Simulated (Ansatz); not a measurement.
Si₂₇H₃₄, a nanocrystal cut from hexagonal silicon. Total charge 0; singlet. Geometry PBE-D4/def2-SVP; atoms count from 1.

```xyz
61

Si    0.708   -3.972    2.075
Si   -1.110   -2.587    2.622
Si   -0.580   -0.995    4.290
Si   -2.534   -3.078   -0.930
Si   -1.837   -1.490    0.674
Si   -3.638   -0.090    1.245
Si   -0.675    1.176    3.374
Si   -2.989    1.389    2.975
Si   -4.365    1.034   -0.686
Si    2.471   -2.700    1.183
Si    3.329   -1.117    2.720
Si    1.014   -3.192   -2.354
Si   -1.253   -2.868   -2.892
Si    1.708   -1.602   -0.751
Si   -0.081   -0.185   -0.186
Si    2.883    1.065    1.943
Si    0.614    1.403    1.417
Si   -1.521   -0.689   -3.738
Si   -0.828    0.901   -2.133
Si   -2.621    2.322   -1.591
Si    0.335    3.577    0.557
Si   -1.881    4.021   -0.118
Si    3.477   -0.316   -1.615
Si    4.287    1.158    0.050
Si    2.726    0.810   -3.536
Si    0.915    2.212   -3.010
Si    1.492    3.915   -1.471
H     1.171   -4.741    3.289
H     0.257   -4.964    1.029
H    -2.248   -3.447    3.124
H    -1.649   -1.068    5.354
H     0.740   -1.302    4.946
H    -2.377   -4.467   -0.361
H    -3.994   -2.866   -1.245
H    -4.762   -0.962    1.757
H    -0.221    2.197    4.391
H    -3.694    0.958    4.239
H    -3.409    2.804    2.676
H    -4.783    0.006   -1.711
H    -5.558    1.904   -0.374
H     3.592   -3.631    0.779
H     2.815   -1.366    4.112
H     4.831   -1.273    2.751
H     1.218   -4.582   -1.803
H     1.861   -3.054   -3.596
H    -1.698   -3.885   -3.918
H     3.315    2.087    2.969
H    -2.969   -0.449   -4.089
H    -0.703   -0.522   -4.995
H    -3.103    2.973   -2.868
H     0.782    4.584    1.591
H    -2.827    4.197    1.039
H    -1.851    5.318   -0.889
H     4.592   -1.260   -2.004
H     5.644    0.660    0.486
H     4.462    2.553   -0.487
H     2.262   -0.215   -4.543
H     3.849    1.607   -4.154
H     0.415    2.864   -4.280
H     2.983    4.013   -1.291
H     1.010    5.229   -2.036
```

Single mean-field runs in def2-SVP are fitted with def2-universal-jkfit.

Estimate the Mulliken populations of the heavy atoms from the PBE0/def2-SVP orbitals of Ansatz.


| atom | charge (e) |
| --- | --- |
| Si1 | 0.12 |
| Si2 | -0.02 |
| Si3 | 0.09 |
| Si4 | 0.17 |
| Si5 | -0.26 |
| Si6 | -0.02 |
| Si7 | -0.04 |
| Si8 | 0.09 |
| Si9 | 0.12 |
| Si10 | -0.02 |
| Si11 | 0.09 |
| Si12 | 0.17 |
| Si13 | -0.14 |
| Si14 | -0.26 |
| Si15 | -0.05 |
| Si16 | -0.04 |
| Si17 | -0.17 |
| Si18 | 0.17 |
| Si19 | -0.26 |
| Si20 | -0.02 |
| Si21 | -0.04 |
| Si22 | 0.09 |
| Si23 | -0.02 |
| Si24 | 0.09 |
| Si25 | 0.12 |
| Si26 | -0.02 |
| Si27 | 0.09 |
Mulliken values depend strongly on the basis.

And the Mayer bond orders between heavy atoms (over 0.3)?

Si1–Si2 0.94 (2.35 Å); Si1–Si10 0.94 (2.35 Å); Si2–Si3 0.92 (2.37 Å); Si2–Si5 0.93 (2.35 Å); Si3–Si7 0.94 (2.36 Å); Si4–Si5 0.90 (2.36 Å); Si4–Si13 0.93 (2.35 Å); Si5–Si6 0.93 (2.35 Å); Si5–Si15 0.92 (2.35 Å); Si6–Si8 0.92 (2.37 Å); Si6–Si9 0.94 (2.35 Å); Si7–Si8 0.94 (2.36 Å); Si7–Si17 0.91 (2.35 Å); Si9–Si20 0.94 (2.35 Å); Si10–Si11 0.92 (2.37 Å); Si10–Si14 0.93 (2.35 Å); Si11–Si16 0.94 (2.36 Å); Si12–Si13 0.93 (2.35 Å); Si12–Si14 0.90 (2.36 Å); Si13–Si18 0.93 (2.35 Å); Si14–Si15 0.92 (2.35 Å); Si14–Si23 0.93 (2.35 Å); Si15–Si17 0.91 (2.36 Å); Si15–Si19 0.92 (2.35 Å); Si16–Si17 0.91 (2.35 Å); Si16–Si24 0.94 (2.36 Å); Si17–Si21 0.91 (2.35 Å); Si18–Si19 0.90 (2.36 Å); Si19–Si20 0.93 (2.35 Å); Si19–Si26 0.93 (2.35 Å); Si20–Si22 0.92 (2.37 Å); Si21–Si22 0.94 (2.36 Å); Si21–Si27 0.94 (2.36 Å); Si23–Si24 0.92 (2.37 Å); Si23–Si25 0.94 (2.35 Å); Si25–Si26 0.94 (2.35 Å); Si26–Si27 0.92 (2.37 Å).
